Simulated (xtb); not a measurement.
C2H6BNO, SMILES C1CB(O1)N. All values are semi-empirical tight-binding results from xtb (GFN2-xTB unless named), good for trends rather than for accurate numbers. Coordinates come from a GFN2-xTB optimisation. This is a generated structure with no PubChem entry under its InChIKey; it may be hypothetical. The values are those of a single conformer.

Computed properties:
The point group as xtb finds it is Cs and the orbital gap is 6.80 eV. The dipole moment comes out as 1.83 D. The zero-point energy is 55.1 kcal/mol and the G − E(el) at 298.15 K (modified RRHO) comes out as 37.6 kcal/mol. The static polarisability (D4 model) is 47.6 bohr³ and the solvation energy, GFN2-xTB/ALPB(water) is -4.1 kcal/mol. The solvation energy, GFN2-xTB/ALPB(dmf) comes out as -7.1 kcal/mol.

Computed IR lines (harmonic; lines under 4 % of the strongest left out, lines within 3 cm⁻¹ merged):
ν (cm⁻¹): 453 (s), 514 (m), 769 (w), 902 (w), 1026 (w), 1038 (w), 1126 (s), 1169 (w), 1272 (w), 1423 (s), 1456 (w), 1528 (vs), 2934 (m), 2953 (m), 3019 (m), 3026 (w) (against the strongest line: vs over 80 %, s over 45 %, m over 15 %, w over 4 %, vw less)
